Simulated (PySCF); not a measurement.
Correlation energy of Co²⁺ (cobalt, charge +2)

[Ar] 3d7, high-spin 4F determinant. Calculation: PySCF 2.14, in def2-QZVPPD; the non-relativistic Hamiltonian (point nucleus). Frozen: [Ar]; 7 electrons correlated.

```json
{"level": "CCSD", "correlation energy (mhartree)": "-186.91"}
{"level": "(T)", "correlation energy (mhartree)": "-3.68"}
{"level": "CCSD(T)", "correlation energy (mhartree)": "-190.59"}
```

Diagnostics: T1 = 0.0060, D1 = 0.0091, largest double amplitude 0.016.

Question: Is a single reference adequate?

Answer: Yes: T1 lies below 0.03 and no double amplitude reaches 0.07.
